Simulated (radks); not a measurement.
Species: Lu II. Configuration: [Xe] 4f13.5 6s1 6p1.5 (fractional occupations, a model configuration).

Method: non-relativistic Kohn-Sham, PBE, spin-unpolarised, spherical densities, point nucleus; relativity is left out, which matters for an element this heavy; computed with a radial shooting solver on a logarithmic mesh with Libxc functionals.

Energy parts (Ry):
total: -27709.6647
kinetic: 27702.1755
electron-nucleus: -65904.6432
Hartree: 11064.2236
exchange-correlation: -571.4205

Orbitals (lengths in bohr, moments of r in powers of bohr; r(max) is where P^2 peaks):
orbital  occ.  eigenvalue (Ry)       <r^4>   r(max)   <1/r>
1s          2        -4298.391   9.347e-07  0.01416   70.45
2s          2        -700.4990   0.0001539  0.07725   16.48
2p          6        -670.1257  0.00009720  0.06002   16.51
3s          2        -158.3465    0.005464   0.2130   6.306
3p          6        -144.4285    0.004910   0.2010   6.254
3d         10        -118.4948    0.003391   0.1590   6.170
4s          2        -31.52530      0.1320   0.4815   2.703
4p          6        -25.82525      0.1480   0.4836   2.609
4d         10        -15.50789      0.1984   0.4829   2.404
5s          2         -4.80506       4.684    1.129   1.039
5p          6         -3.23648       7.654    1.225  0.9243
4f       13.5         -2.35397      0.8765   0.4595   1.907
6s          1         -0.88010       225.9    2.986  0.3764
6p        1.5         -0.58862       473.9    3.552  0.3121

The highest occupied level is 6p at -8.009 eV. Virial ratio -V/T = 2.00027. Summed over all electrons, <r^2> = 71.00 bohr^2, which gives a Langevin (diamagnetic) susceptibility term of -56.2 x 10^-6 cm^3/mol. The density falls to 0.001 e/bohr^3 at r = 5.14 bohr. The electron density at the nucleus is 2.558e+05 e/bohr^3.
